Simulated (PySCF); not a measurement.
## Potential energy of PbN along the bond

Set-up: PySCF, scalar-relativistic core potentials, basis sets Pb aug-cc-pVDZ-PP with ECP60, N aug-cc-pVDZ. Energies in eV from Pb + N in their ground configurations at the same level. State: ²Π (doublet), unpaired electrons π ↑.

All columns are r²SCAN. A positive dipole means Pb(−)N(+).

```csv
R (Å),E (eV),μ (D),Mulliken charge on Pb (basis-dependent),HOMO (eV),LUMO (eV),Mayer bond order,⟨S²⟩
1.802,-1.039,-2.90,0.90,-5.38,-4.97,1.52,0.77
1.885,-1.664,-3.26,0.86,-5.42,-4.74,1.56,0.79
1.969,-1.992,-3.54,0.80,-5.43,-4.56,1.60,0.83
2.032,-2.100,-3.68,0.75,-5.32,-4.46,1.59,0.89
2.095,-2.128,-3.75,0.70,-5.17,-4.38,1.56,0.98
2.158,-2.100,-3.77,0.64,-5.05,-4.32,1.49,1.09
2.242,-2.006,-3.75,0.58,-4.93,-4.26,1.39,1.24
2.346,-1.836,-3.70,0.50,-4.82,-4.21,1.25,1.41
2.472,-1.600,-3.64,0.43,-4.73,-4.17,1.10,1.58
2.640,-1.283,-3.52,0.36,-4.67,-4.14,0.92,1.78
```

A fit through these points gives, at Re = 2.091 Å, μ = -3.75 D and dμ/dR = -0.727 D/Å; the reduced mass is 13.12 u.

How strong is the fundamental in the double-harmonic approximation, I = 42.26·(dμ/dR)²/μred km/mol?

I = 42.26·(-0.727)²/13.12 = 1.70 km/mol at r²SCAN.

⟨S²⟩ is raised (PbN 0.98), so spin contamination touches these numbers. ⟨S²⟩ of the unrestricted solution departs from its pure value on part of the curve, where spin states mix. These are scalar-relativistic numbers at best; spin–orbit coupling would shift them, the dissociation energy most. The state is the lowest determinant that a PBE0 search found; another state may lie lower at other levels.
